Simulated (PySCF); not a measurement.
**Optical rotation: `N#C[C@@H]1C[C@@H]1[GeH2][Br]`, C4H6BrGeN**

Molfile (atoms numbered from 1):
```
C4H6BrGeN
     RDKit          3D

 13 13  0  0  0  0  0  0  0  0999 V2000
   -0.0772    2.3873   -1.3515 N   0  0  0  0  0  0  0  0  0  0  0  0
   -0.6278    1.4613   -0.9626 C   0  0  0  0  0  0  0  0  0  0  0  0
   -1.2331    0.2747   -0.4727 C   0  0  2  0  0  0  0  0  0  0  0  0
   -1.0836   -0.0367    0.9882 C   0  0  0  0  0  0  0  0  0  0  0  0
   -0.2836   -0.8142   -0.0074 C   0  0  2  0  0  0  0  0  0  0  0  0
    1.6666   -0.5442   -0.1912 Ge  0  0  0  0  0  4  0  0  0  0  0  0
    2.4180    0.5499    1.6510 Br  0  0  0  0  0  0  0  0  0  0  0  0
   -2.1487   -0.0067   -0.9804 H   0  0  0  0  0  0  0  0  0  0  0  0
   -0.5751    0.6923    1.6073 H   0  0  0  0  0  0  0  0  0  0  0  0
   -1.9118   -0.5249    1.4816 H   0  0  0  0  0  0  0  0  0  0  0  0
   -0.6118   -1.8292   -0.2016 H   0  0  0  0  0  0  0  0  0  0  0  0
    2.3757   -1.8817   -0.1953 H   0  0  0  0  0  0  0  0  0  0  0  0
    2.0880    0.2726   -1.3830 H   0  0  0  0  0  0  0  0  0  0  0  0
  1  2  3  0
  2  3  1  0
  3  4  1  0
  4  5  1  0
  5  6  1  0
  6  7  1  0
  5  3  1  0
  3  8  1  6
  4  9  1  0
  4 10  1  0
  5 11  1  6
  6 12  1  0
  6 13  1  0
M  END
```

The calculation used TDDFT B3LYP/def2-SVPD circular dichroism and optical rotation, one conformer, gas phase in PySCF 2.14.0. Geometry: GFN2-xTB.

The molecule is flexible and this is one conformer; a measurement averages over conformers. The calculation is non-relativistic, which matters for the atoms heavier than Zn.

Stereocentres: C3 S, C5 S.

Problem. Give the optical rotatory dispersion at 633, 589.3, 546, 436, 405, 365, 355 nm.

Solution. [α] in deg dm⁻¹ (g/mL)⁻¹:
```tsv
λ (nm)	origin-invariant length gauge	modified velocity gauge	length gauge (centre of mass)	isotropic polarisability (au)
633	+127.1	+131.1	+127.6	99.4
589.3	+149.4	+154.1	+150.1	99.8
546	+178.2	+183.8	+179.0	100.4
436	+308.1	+317.4	+309.5	102.5
405	+373.2	+384.4	+374.9	103.5
365	+496.0	+510.5	+498.2	105.3
355	+537.0	+552.5	+539.3	105.8
```

Problem. And for the mirror image at 589.3 nm?

Solution. -149.4 deg dm⁻¹ (g/mL)⁻¹ (origin-invariant length gauge): the same size and the opposite sign.

Problem. What is the molar rotation [Φ] = [α]·M/100 of the geometry above at 589.3 nm?

Solution. With M = 220.63 g/mol, +329.7 deg cm² dmol⁻¹ (origin-invariant length gauge).

The first excitation lies at 6.06 eV (205 nm) with R = -1.8 × 10⁻⁴⁰ esu² cm² (velocity form).
